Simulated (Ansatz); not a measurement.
Consider the atomization: `COB(C)N` → B• + 2 C• + 8 H• + N• + O•.

Calculated with Ansatz (gas phase, PBE0-D4/def2-TZVP geometries, no zero-point term in ΔE). CCSD(T)/CBS adds triple-zeta CCSD(T) − MP2 to the extrapolated MP2 energy (def2 sets, frozen cores). This one scheme is used for every species, atoms too. Functionals use def2-TZVPP. B3LYP here is the variant with VWN-RPA as its local correlation; programs differ in this. No spin–orbit coupling; open shells (•) take unrestricted orbitals. Spin–orbit coupling would lower the free atoms: a little for B, C, O. Each species was taken in one conformer, which may not be the lowest.

```json
{"level": "B3LYP", "ΔE (eV)": "53.38"}
{"level": "HF/def2-QZVPP", "ΔE (eV)": "39.63"}
```

What does CCSD(T)/CBS give? (Best estimate.)

Ansatz gave: +53.43 eV. The listed levels differ from it by -0.05, -13.80 eV.

Largest T1 diagnostic among the species: 0.014.

The D4 term adds +0.34 eV with B3LYP and +0.18 eV with PBE0; it sums over pairs of atoms, weighted by their polarisabilities, and B3LYP, whose exchange is more repulsive, gets the larger term. From PBE to PBE0 (25 % exact exchange), in def2-TZVPP and without D4, ΔE moves by −0.87 eV: exact exchange takes away binding that semilocal exchange gives to molecules. In def2-TZVPP, CCSD(T) changes the Hartree–Fock value by +12.58 eV (the triples alone add +0.68 eV) and MP2 by +13.35 eV; breaking electron pairs costs correlation energy, which Hartree–Fock lacks.

For atomizations the MP2-based limit and the directly extrapolated one differ by several kJ/mol either way, and by 10 to 25 for some Ge, Se and Sn compounds, so smaller differences from it don't rank the levels.
